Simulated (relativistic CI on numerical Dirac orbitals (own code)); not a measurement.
# Eu3+: 4f valence photoemission

Computed with this model: Dirac-Coulomb-Breit CI, KLI orbitals optimised for each configuration, model QED (radiative potential, 1s self-energy scaled to tabulated hydrogen-like ionisation energies), valence Slater integrals scaled by 0.7, multiplet model of photoemission in the sudden approximation; configurations [Xe] 4f6 → [Xe] 4f5; 300 K; Lorentzian 0.1 eV and Gaussian 0.3 eV FWHM. Energies are those of the free ion, without screening or charge transfer. The energies are binding energies and can lie tens of eV above those of solids. S is read from ⟨S²⟩ = S(S + 1).

free ion: ground-state S = 2.91, centroid 40.76 eV. Peaks (eV, height): 40.0 (100), 40.9 (67), 42.8 (11), 43.4 (15).

Strongest unbroadened transitions for free ion:

| Energy (eV) | Relative strength |
| --- | --- |
| 39.90 | 25.8 |
| 39.96 | 97.4 |
| 40.07 | 26.6 |
| 40.13 | 100.0 |
| 40.26 | 12.8 |
| 40.77 | 10.2 |
| 40.83 | 12.3 |
| 40.89 | 92.6 |
| 40.97 | 15.4 |
| 41.03 | 21.8 |
| 41.16 | 1.8 |
| 42.75 | 4.9 |
| 42.81 | 16.7 |
| 43.37 | 6.8 |
| 43.42 | 22.9 |
| 43.68 | 1.3 |
| 44.01 | 1.5 |
| 44.07 | 4.7 |
